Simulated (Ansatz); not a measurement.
Sr5S4 (the lowest singlet isomer of a short search), 9 atoms. Hardware: 4 threads of Arm Neoverse V2 on a shared host.

In the def2 sets Sr takes a core potential; there is no spin–orbit coupling. Correlated methods freeze 20 core orbitals; core or outer-core shells of Sr are correlated, in sets that lack core-valence functions.

Problem. How many basis functions does each of these Ansatz runs have, and roughly what does it cost? PBE-D4/def2-TZVP, charge 0 singlet, energy and forces, from earlier orbitals; PBE0-D4/def2-SVP, charge 0 singlet, relaxation, 17 steps; LC-ωPBE/def2-TZVP, charge 0 singlet, energy, from earlier orbitals; PBE-D4/def2-SVP, charge 0 singlet, energy, from earlier orbitals; MP2/def2-TZVP, charge 0 singlet, energy, from earlier orbitals; PBE0-D4/def2-SVP, charge 0 singlet, energy, from earlier orbitals; RPA@PBE/def2-TZVP, charge 0 singlet, energy, from earlier orbitals; PBE0-D4/def2-TZVP, charge 0 singlet, energy, from earlier orbitals; r2SCAN-D4/def2-TZVP, charge 0 singlet, energy, from earlier orbitals; r2SCANh-D4/def2-TZVP, charge 0 singlet, energy, from earlier orbitals; BHLYP-D4/def2-TZVP, charge 0 singlet, energy, from earlier orbitals.

Solution. Other jobs shared the machine, so times can vary by a factor of up to 3. A dash marks memory too small to be measured apart from the calling script's.

| run | functions | fitting or Cholesky vectors | wall time | peak host memory (GiB) |
| --- | --- | --- | --- | --- |
| PBE-D4/def2-SVP, charge 0 singlet, energy, from earlier orbitals | 187 | 2225 | 6.5 s | – |
| PBE-D4/def2-TZVP, charge 0 singlet, energy and forces, from earlier orbitals | 313 | 2609 | 11 s | 0.91 |
| PBE0-D4/def2-SVP, charge 0 singlet, energy, from earlier orbitals | 187 | 1762 | 12 s | 0.69 |
| LC-ωPBE/def2-TZVP, charge 0 singlet, energy, from earlier orbitals | 313 | 2609 | 15 s | 1.5 |
| MP2/def2-TZVP, charge 0 singlet, energy, from earlier orbitals | 313 | 2352 | 19 s | 1.4 |
| BHLYP-D4/def2-TZVP, charge 0 singlet, energy, from earlier orbitals | 313 | 2876 | 20 s | 1.8 |
| PBE0-D4/def2-TZVP, charge 0 singlet, energy, from earlier orbitals | 313 | 2694 | 22 s | 1.8 |
| r2SCAN-D4/def2-TZVP, charge 0 singlet, energy, from earlier orbitals | 313 | 2609 | 26 s | 0.99 |
| RPA@PBE/def2-TZVP, charge 0 singlet, energy, from earlier orbitals | 313 | 2352 | 29 s | 1.4 |
| r2SCANh-D4/def2-TZVP, charge 0 singlet, energy, from earlier orbitals | 313 | 2609 | 34 s | 1.8 |
| PBE0-D4/def2-SVP, charge 0 singlet, relaxation, 17 steps | 187 | 1907 | 2.2 min | 0.71 |
